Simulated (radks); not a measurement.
Question: Radial electron density D(r) = 4 pi r^2 rho(r) of an atom or ion with 1 electrons. All-electron calculation, non-relativistic Kohn-Sham, r2SCAN, spin-polarised, spherical densities, point nucleus; meta-GGA in the generalised Kohn-Sham scheme. Program: a radial shooting solver on a logarithmic mesh with Libxc functionals.

r (bohr),D(r) (e/bohr),spin D(r)
0.05398,0.07192,0.0391
0.05848,0.08289,0.0450
0.06335,0.09539,0.0518
0.06808,0.1081,0.0587
0.07375,0.1240,0.0673
0.07989,0.1420,0.0771
0.08585,0.1601,0.0869
0.093,0.1826,0.0991
0.09995,0.2051,0.111
0.1083,0.2327,0.126
0.1173,0.2634,0.143
0.126,0.2937,0.159
0.1365,0.3305,0.179
0.1479,0.3705,0.201
0.159,0.4094,0.222
0.1722,0.4556,0.247
0.1865,0.5048,0.273
0.2005,0.5513,0.298
0.2172,0.6052,0.327
0.2334,0.6550,0.353
0.2528,0.7112,0.383
0.2739,0.7672,0.413
0.2943,0.8166,0.438
0.3188,0.8691,0.466
0.3454,0.9176,0.491
0.3712,0.9565,0.510
0.4021,0.9928,0.528
0.4321,1.018,0.540
0.4681,1.036,0.547
0.5071,1.043,0.548
0.5449,1.037,0.543
0.5903,1.018,0.530
0.6395,0.9857,0.509
0.6872,0.9446,0.484
0.7444,0.8868,0.451
0.8064,0.8178,0.412
0.8667,0.7479,0.372
0.9388,0.6639,0.326
1.009,0.5852,0.284
1.093,0.4972,0.237
1.184,0.4116,0.192
1.272,0.3390,0.155
1.378,0.2656,0.119
1.493,0.2015,0.0876
1.605,0.1525,0.0643
1.738,0.1080,0.0439
1.883,0.07344,0.0286
2.024,0.05002,0.0186
2.192,0.03124,0.0109
2.356,0.01959,0.00644
2.552,0.01109,0.00335
2.765,0.005929,0.00161
2.971,0.003202,0.000768
3.218,0.001518,0.000307

What is the nuclear charge?

Answer: Z = 2. The innermost maximum, from 1s, lies near 1/Z = 0.5 bohr (found: 0.507), and its height grows with Z. The density is that of the helium ion He+ in 1s(up 0.75, down 0.25); the configuration itself is not fixed sharply by these data. D(r) has 1 maximum, at r = 0.507 bohr.
